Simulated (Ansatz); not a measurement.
A structure drawn as `OCB[SiH3]`, with this starting geometry:

Cartesian coordinates in Å:
```
O -0.7120 1.9669 -0.6175
C -0.8832 0.8728 0.1371
B 0.5556 0.2792 0.4045
Si 0.9804 -1.5724 -0.0641
H -1.6455 2.3776 -0.7861
H -1.5327 0.1324 -0.3821
H -1.3653 1.1241 1.1342
H 1.3467 0.8969 1.0370
H -0.1994 -2.1827 -0.8241
H 1.3308 -2.3761 1.0367
H 2.1244 -1.5186 -1.0756
```

The species carries charge 0 and has multiplicity 1.

Task: Relax it with Ansatz at PBE-D4/def2-SVP and then PBE0-D4/def2-TZVP. Is the drawn bonding still there?

Result: Yes, every drawn bond is still there and no new one forms.

Task: Give the relaxed structure. (Best estimate.)

Result: Ansatz gave: 
Z-matrix (Å, degrees):
```
C
B 1 1.547
O 1 1.411 2 114.8
H 1 1.107 2 106.8 3 -124.9
H 1 1.107 2 106.8 3 124.9
Si 2 2.017 1 120.7 3 -179.9
H 2 1.197 1 120.1 3 0.0
H 3 0.960 1 108.9 2 -179.9
H 6 1.491 2 109.9 1 -121.8
H 6 1.491 2 113.8 1 -0.7
H 6 1.491 2 109.7 1 120.2
```
All modes are real.

Atoms count as bonded under 1.1 times the sum of their covalent radii (H–H under 0.85 Å, pairs among N, O and F under 1.55 Å), and a drawn bond as lost past 1.3 times.
